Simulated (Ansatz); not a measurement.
One change: `[CH3][In]([Cl])[C]#N` becomes `N#[C][In]([F])[Cl]`.

Ansatz, PBE0-D4/def2-TZVP geometries, multiplicity 1. 

Elements past krypton have def2 core potentials.

```json
{"property": "HOMO–LUMO gap (ωB97M-V/def2-TZVPP) / eV", "`[CH3][In]([Cl])[C]#N`": "10.39"}
{"property": "LUMO energy (B3LYP/def2-TZVPP) / eV", "`[CH3][In]([Cl])[C]#N`": "-2.54"}
{"property": "HOMO–LUMO gap (PBE/def2-TZVPP) / eV", "`[CH3][In]([Cl])[C]#N`": "4.42"}
{"property": "LUMO energy (PBE/def2-TZVPP) / eV", "`[CH3][In]([Cl])[C]#N`": "-3.00"}
{"property": "HOMO energy (ωB97M-V/def2-TZVPP) / eV", "`[CH3][In]([Cl])[C]#N`": "-11.00"}
{"property": "HOMO energy (PBE0/def2-TZVPP) / eV", "`[CH3][In]([Cl])[C]#N`": "-8.78"}
```

Problem. What does the change do to each property? (Estimate.)

Solution. The calculation gave: 
| property | `N#[C][In]([F])[Cl]` | shift |
| --- | --- | --- |
| HOMO–LUMO gap (ωB97M-V/def2-TZVPP) / eV | 11.30 | 0.91 |
| LUMO energy (B3LYP/def2-TZVPP) / eV | -3.08 | -0.54 |
| HOMO–LUMO gap (PBE/def2-TZVPP) / eV | 4.78 | 0.36 |
| LUMO energy (PBE/def2-TZVPP) / eV | -3.64 | -0.64 |
| HOMO energy (ωB97M-V/def2-TZVPP) / eV | -12.20 | -1.20 |
| HOMO energy (PBE0/def2-TZVPP) / eV | -9.89 | -1.11 |

With PBE0 the HOMO falls by 1.11 eV and the LUMO falls by 0.46 eV, so the gap widens by about 0.65 eV. PBE moves the HOMO by -0.99 eV and ωB97M-V by -1.20 eV.

B3LYP here is the variant with VWN-RPA as its local correlation; programs differ in this.
